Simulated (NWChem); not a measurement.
Molecule: C₂H₇FSi; SMILES C[C@@H](F)[SiH3]

```xyz
11

C      1.1396    -1.2847     0.1320
C     -0.0313    -0.4860    -0.3953
F     -1.2133    -1.0098     0.1228
Si     0.0000     1.3722     0.0485
H      1.2086    -1.2118     1.2283
H      1.0285    -2.3478    -0.1326
H      2.0855    -0.9213    -0.2981
H     -0.0835    -0.5894    -1.4957
H     -1.2276     2.0341    -0.4821
H      0.0503     1.5256     1.5334
H      1.2095     2.0120    -0.5572
```
Atoms are numbered in this order, from 1.

All runs: NWChem. Medium grid unless said otherwise, to which SCAN and Minnesota functionals are sensitive. Geometry: optimised at PBE0/def2-SVP. Total energies of different functionals are on different scales.

```
level                   energy (Ha)  highest occupied level (eV)  orbital gap (eV)  dipole (D)
----------------------  -----------  ---------------------------  ----------------  ----------
PBE/def2-TZVP             -469.4614                        -6.87              6.61        1.56
B3LYP/def2-TZVP           -469.8572                        -8.11              8.41        1.67
TPSSh/def2-TZVP           -469.8559                        -7.56              7.85        1.63
r2SCAN/def2-TZVP          -469.7051                        -7.17              7.38        1.63
Hartree-Fock/def2-TZVP    -468.2520                            ?                 ?           ?
```

### Question
Fill in the missing entries.

### Answer

- Hartree-Fock/def2-TZVP, highest occupied level (eV): -11.74
- Hartree-Fock/def2-TZVP, orbital gap (eV): 15.01
- Hartree-Fock/def2-TZVP, dipole (D): 1.88
